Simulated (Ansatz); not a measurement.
Geometry optimisation, RHF/cc-pVDZ in Ansatz 0.2.0.

Input:

```yaml
crystal:
  periodic: [false, false, false]
  atoms:
    - { symbol: Si, position_ang: [0.0, 0.0, 0.0] }
    - { symbol: "N", position_ang: [0.0, 0.0, 1.82] }
    - { symbol: H, position_ang: [-0.877, -0.2713, 2.35] }
    - { symbol: H, position_ang: [0.877, 0.2713, 2.35] }
    - { symbol: Cl, position_ang: [2.0086, 0.0, -0.7093] }
    - { symbol: Cl, position_ang: [-1.0032, 1.7381, -0.7093] }
    - { symbol: Cl, position_ang: [-1.0032, -1.7381, -0.7093] }
basis:
  gaussian: { orbitals: cc-pVDZ }
hamiltonian:
  xc: hf
relax:
  f_tol: 0.02
  max_steps: 40
output:
  orbitals: {}
```

Run as:

```bash
$ ansatz run input.yaml --threads 1 --pin off --max-ram 2048MiB --backend cpu --events-out ev --progress --plain --runs-dir out
```

Q: Where does it end, and by what steps?

A: The run converged. After 6 steps the energy has fallen by 0.623 eV; H4 moved furthest, 0.27 Å.

```json
{"step": "0", "energy less start (eV)": "0.0000", "largest force component (eV/Å)": "2.321", "accepted": "yes"}
{"step": "1", "energy less start (eV)": "-0.5504", "largest force component (eV/Å)": "1.278", "accepted": "yes"}
{"step": "2", "energy less start (eV)": "-0.6142", "largest force component (eV/Å)": "0.135", "accepted": "yes"}
{"step": "3", "energy less start (eV)": "-0.6186", "largest force component (eV/Å)": "0.062", "accepted": "yes"}
{"step": "4", "energy less start (eV)": "-0.6214", "largest force component (eV/Å)": "0.240", "accepted": "yes"}
{"step": "5", "energy less start (eV)": "-0.6223", "largest force component (eV/Å)": "0.197", "accepted": "yes"}
{"step": "6", "energy less start (eV)": "-0.6228", "largest force component (eV/Å)": "0.006", "accepted": "yes"}
```

```xyz
7
Properties=species:S:1:pos:R:3
Si 0.012 -0.023 0.067
N 0.077 -0.144 1.761
H -0.766 -0.326 2.272
H 0.695 0.461 2.271
Cl 1.934 -0.015 -0.660
Cl -0.915 1.681 -0.653
Cl -1.035 -1.633 -0.665
```

Whether the end is a true minimum wasn't checked by a vibrational analysis.

Run time: 15 s on 1 thread of Intel(R) Xeon(R) 6975P-C (Granite Rapids), on a shared host, peak memory 0.24 GiB.
